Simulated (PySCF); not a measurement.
Computed with PBE-D3(BJ)/def2-TZVP // r2SCAN-D4/def2-SVP in PySCF. All species are isolated molecules in the gas phase. 

Reference species: [Y(Cl)(F)2] (neutral, multiplicity 1).

The mean distance from the central atom to its bonded neighbours is 2.149 Å. The coordination number is 3 and the charge on the central atom (Mulliken) comes out as 1.35 e. The HOMO comes out as -7.53 eV.

Changed species: [Y(Cl)2(F)] (1 of 3 Cl replaced by F; the reference has 2 of 3 Cl replaced by F).

**Question.** Predict the effect on the mean distance from the central atom to its bonded neighbours, coordination number, charge on the central atom (Mulliken) and HOMO.

**Answer.** the mean distance from the central atom to its bonded neighbours rises by 0.148 Å, to 2.297 Å; the coordination number stays essentially unchanged; the charge on the central atom (Mulliken) falls by 0.09 e, to 1.26 e; the HOMO decreases by 0.13 eV, to -7.66 eV.
